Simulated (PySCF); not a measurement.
C2H10N2Si.
Atom-mapped SMILES: `[CH3:1][NH:2][SiH2:3][NH:4][CH3:5]` (hydrogens: H6, H7, H8 on C1; H9 on N2; H10, H11 on Si3; H12 on N4; H13, H14, H15 on C5)

The calculation used core-valence-separated Tamm–Dancoff BHandHLYP/aug-pcX-1 (pcseg-1 on H, def2-SVPD on Si) in PySCF, non-relativistic, gas phase, PBE0-D3(BJ)/def2-SVP geometry. Absolute energies from this functional tend to lie a few eV below measured edges; no shift was applied.

What does the N 1s absorption edge look like?

```tsv
E (eV)	f	core hole on	main final orbital
399.21	0.0283	N2/N4	LUMO (2 roots, f summed)
400.25	0.0300	N2/N4	spread (2 roots, f summed)
400.62	0.0094	N2/N4	LUMO+1 (2 roots, f summed)
400.83	0.0288	N2/N4	spread (2 roots, f summed)
401.25	0.0033	N2/N4	spread (2 roots, f summed)
```

The first line with a tenth or more of the strongest one's intensity is at 399.21 eV (f = 0.028, sum of 2), with the hole on N2/N4 (silicon-bound nitrogen). The strongest listed is at 400.25 eV (f = 0.030, sum of 2; N2/N4).

What does the C 1s absorption edge look like?

| E (eV) | f | core hole on | main final orbital |
| --- | --- | --- | --- |
| 286.14 | 0.0209 | C1/C5 | LUMO/LUMO+2 (2 roots, f summed) |
| 286.80 | 0.0351 | C1/C5 | LUMO+1 (2 roots, f summed) |
| 286.91 | 0.0512 | C1/C5 | LUMO+3 (2 roots, f summed) |
| 287.08 | 0.0527 | C1/C5 | spread (2 roots, f summed) |
| 287.86 | 0.0096 | C1/C5 | spread (2 roots, f summed) |

The first line with a tenth or more of the strongest one's intensity is at 286.14 eV (f = 0.021, sum of 2), with the hole on C1/C5 (N-methyl carbon). The strongest listed is at 287.08 eV (f = 0.053, sum of 2; C1/C5).

Roots within 0.03 eV whose holes lie on the same, on equivalent or on shared atoms are summed into one line, and the highest roots are left out, as the search may have cut off their partners. Final orbitals are the ground state's empty Kohn–Sham orbitals.

The list ends where the root search ended, not at a threshold.

Hardware: one thread, Intel Xeon Platinum 8488C (x86_64), no GPU, on a shared host. Cost: 17 s wall, 0.74 GiB resident at most.

Conformer computed: `[CH3:1][NH:2][SiH2:3][NH:4][CH3:5]`: C1–N2–Si3–N4 147°, N2–Si3–N4–C5 145°.

One conformer stands for the species.
